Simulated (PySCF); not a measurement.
# Structure from NMR data

The spectra below were simulated for a compound C6H9ClO2Si.

1H NMR (400 MHz, computed): δ 8.05 (s, 1H), 5.96 (m, 1H), 5.88 (m, 1H), 5.69 (m, 1H), 4.70 (m, 1H), 2.60 (m, 1H), 2.43 (m, 1H), 1.06 (m, 1H), 0.99 (m, 1H).

13C{1H} NMR (computed): δ 168.5 (CH), 138.9 (CH), 133.2 (CH), 70.8 (CH), 30.1 (CH2), 20.9 (CH2).

Level of theory: geometry: GFN2-xTB, σ from GIAO-PBE0/pcSseg-1, in PySCF 2.14.0 with density-fitted response routines (one computed conformer, no solvent model, non-relativistic).

δ = σ(ref) − σ, references computed at the same level: 1H (31.72 ppm) and 13C (186.93 ppm) against TMS.

Q: Propose a structure and justify it.

A: 
1. The formula gives 3 degrees of unsaturation (1 ring in the answer).
2. 6 carbon signals for 6 carbons: no two carbons are equivalent.
3. Carbon types of the structure: 4 × CH, 2 × CH2, leaving 1 H on heteroatoms.
4. δC 168.5: ester carbonyl carbon; lone-pair donation from the attached heteroatom keeps it upfield of a ketone carbonyl.
5. δC 138.9, 133.2: alkene CH; as expected for a trigonal carbon in a double bond.
6. δC 70.8: allylic sp3 CH bonded to O and Si; the inductive effect lowers its shielding.
7. δC 30.1: allylic sp3 CH2; aliphatic region, no heteroatom directly attached.
8. δH 5.96, 5.88: hydrogen on an alkene CH; a vinylic proton, deshielded by the sp2 carbon and the C=C anisotropy.
9. δH 4.70: hydrogen on an allylic sp3 CH bonded to O and Si; its carbon carries O, hence the downfield position.
10. δH 2.60, 2.43: hydrogen on an allylic sp3 CH2; allylic position.

The compound is SMILES O=CO[C@@H]1C=CCC[Si@H]1Cl.

The shifts were computed for this structure.

Shifts are as computed. Against solution values, carbons near 30 ppm lie about +3 ppm off and those near 130 ppm about +5 ppm. Of 1211 compounds with measured shifts, 218 miss one by over three times the rms of a fit or turn the order of signals round; such compounds aren't used in these exercises. No couplings were computed; multiplicities are counted from neighbouring protons, with m where these are inequivalent, close in shift, in a saturated or five-membered ring or joined by F or P, and br s for small geminal =CH2 splittings.
